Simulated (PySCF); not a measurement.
Input of a run (PBE0-D3(BJ)/def2-SVP geometry optimisation, gas phase (PySCF 2.14.0)), started from GFN2-xTB:
```
{"job": {"xc": "PBE0", "basis": "def2-SVP", "d3": "d3bj", "grid": 1, "maxiter": 30, "shake": 0.01, "kind": "geom"}, "charge": 0, "multiplicity": 1}
C     -1.608340    -0.465860    -0.068130
Ge     0.135020     0.502090     0.005870
P      2.001280    -0.716980    -0.729070
Cl     0.404610     1.209060     2.031520
Cl    -0.055530     2.274420    -1.188050
H     -1.616700    -1.313180     0.563270
H     -1.825060    -0.746200    -1.093150
H     -2.397820     0.235810     0.259510
H      2.141160    -1.320600     0.541850
H      2.871810     0.320510    -0.344700
```

Output (energies in Eh, forces in Eh/bohr):
```
step   0  E = -3378.56031058  max force = 0.039873
step   1  E = -3378.56266878  max force = 0.011357
step   2  E = -3378.56362251  max force = 0.004733
step   3  E = -3378.56391855  max force = 0.001979
step   4  E = -3378.56397160  max force = 0.001243
step   5  E = -3378.56400202  max force = 0.000731
step   6  E = -3378.56400950  max force = 0.000491
step   7  E = -3378.56401491  max force = 0.000402
optimisation converged
```

Problem. Summarise the run.

Solution. The energy falls by 2.3 kcal/mol over 8 energy and gradient evaluations, the largest force component goes from 0.0399 to 4.0e-04 Eh/bohr, and the atoms move by 0.057 Å rms after alignment. The bond that changes most is C1–Ge2 (ends: sp3 carbon bound to germanium; germanium bonded to C, 2 Cl and P), which shortens by 0.062 Å. Bonds longer at the end by more than 0.005 Å: 5 of 9; shorter: 3. Among the angles that change most is P3–Ge2–Cl5, from 109.0° to 105.9°. The energy never rose by more than 1e-6 Eh on the way. The first step brought 64 % of the lowering.

Problem. What are the final bond lengths?

Solution. C1–Ge2 1.934 Å, Ge2–P3 2.310 Å, Ge2–Cl4 2.167 Å, Ge2–Cl5 2.162 Å, C1–H6 1.099 Å, C1–H7 1.099 Å, C1–H8 1.099 Å, P3–H9 1.430 Å, P3–H10 1.427 Å. Numbering counts from 1 in the input's order; the species is `[CH3][Ge]([PH2])([Cl])[Cl]`.

The run used 125 basis functions and 49 SCF cycles in all. Hardware: one thread, Arm Neoverse V1 (aarch64) (shared host). Cost: 57 s, 0.54 GiB resident at most.

No PBE0-D3(BJ)/def2-SVP frequencies stand behind this structure, so it isn't proved a minimum. The numbers are those of one conformer.

Conformer computed: `[CH3:1][Ge:2]([PH2:3])([Cl:4])[Cl:5]`: H–P3–Ge2–C1 -81°, H–P3–Ge2–C1 -175°.
